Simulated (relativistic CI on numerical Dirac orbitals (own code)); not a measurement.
**Sensitivity of the levels of Tl XXXII to α and to the nuclear radius**

Computed by Dirac-Coulomb-Breit CI, KLI orbitals optimised for each configuration, derivatives by finite differences, unscaled Slater integrals, QED left out (own radial code, finite nucleus).

Configurations in the expansion (outside the closed core [Ar] 3d10 4p6 4d10): 4s²4f⁴, 4s²4f³5s, 4s²4f³5p, 4s²4f²5s², 4s²4f²5s5p, 4s4f³5s². Levels of other configurations are missing.

With x = (α/α₀)² − 1 an excitation energy changes as ω = ω₀ + qx; K = 2q/ω₀ is the relative enhancement. Terms are leading LS components, so labels can repeat. The field-shift factor is F = δν/δ⟨r²⟩ for the transition from the lowest level.

Lowest level 4s²4f⁴ ⁵I4.

```
     Level  ω₀ (cm⁻¹)  q (cm⁻¹)  F (GHz/fm²)
4s²4f⁴ ⁵I5    30246.6     38390         2.17
4s²4f⁴ ³F2    44812.9     -8456        0.145
4s²4f⁴ ⁵I6    51582.1     52590         3.11
4s²4f⁴ ³G4    63414.6     23540         1.88
4s²4f⁴ ⁵I7    64714.1     49370         3.14
4s²4f⁴ ⁵F1    64715.6     34150         2.37
4s²4f⁴ ³K8    73717.0     42860         2.97
4s²4f⁴ ⁵F3    74641.7     35340         2.57
4s²4f⁴ ⁵G2    78783.4     32700         2.49
4s²4f⁴ ⁵G3    82560.3     33780         2.59
4s²4f⁴ ⁵S2    84000.7     42870         3.03
4s²4f⁴ ³K6    91842.9     63250          4.1
4s²4f⁴ ³G5    95274.2     46960         3.38
```

At this charge energies of transitions that change n are usually good to better than 1 %, and those within a shell (Δn = 0) to a few per cent. Terms inside the open d or f shell come out 10 to 20 % too wide with unscaled integrals.

**Question.** Which transition from the lowest level has the largest |K|?

**Answer.** 4s²4f⁴ ⁵I5 at 30246.6 cm⁻¹, K = 2.54.
